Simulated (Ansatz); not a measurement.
`[SiH3][SiH2][SiH]1[CH2][AlH]1`. Total charge 0; spin multiplicity 1. All single points use the PBE0-D4/def2-TZVP geometry. It is one conformer, not always the lowest.

```xyz
14

Si    0.313   -0.185    2.881
Si   -0.903   -0.318    0.889
Si    0.200    0.817   -0.812
C    -0.411    0.335   -2.583
Al    1.335   -0.500   -2.358
H    -0.381   -0.894    3.991
H     1.656   -0.797    2.693
H     0.494    1.239    3.275
H    -2.293    0.177    1.114
H    -1.002   -1.752    0.484
H     0.350    2.272   -0.523
H    -1.381   -0.151   -2.685
H    -0.362    1.185   -3.274
H     2.384   -1.428   -3.090
```

(1) What is the dipole moment at B3LYP/def2-TZVPP? (Best estimate.)

(2) And with PBE, r2SCAN, ωB97M-V? (An estimate is asked.)

(3) Give the Mulliken charges with B3LYP, ωB97M-V, r2SCAN in def2-TZVPP. (Best estimate.)

Answers

(1) The calculation gave: 1.30 D, with components (0.39, -0.23, -1.22) D in this frame, pointing from negative to positive charge.

(2) Computed: PBE 1.33 D, r2SCAN 1.37 D, ωB97M-V 1.36 D.

(3) The calculation gave: 
```csv
atom,B3LYP,ωB97M-V,r2SCAN
Si1,0.16,0.05,0.17
Si2,0.12,0.03,0.13
Si3,0.10,0.07,0.07
C4,-0.39,-0.45,-0.39
Al5,0.30,0.28,0.38
H6,-0.06,-0.02,-0.07
H7,-0.06,-0.02,-0.06
H8,-0.06,-0.02,-0.06
H9,-0.07,-0.02,-0.07
H10,-0.08,-0.03,-0.08
H11,-0.07,-0.03,-0.09
H12,0.10,0.11,0.09
H13,0.09,0.11,0.09
H14,-0.08,-0.06,-0.12
```

B3LYP here is the variant with VWN-RPA as its local correlation; programs differ in this.
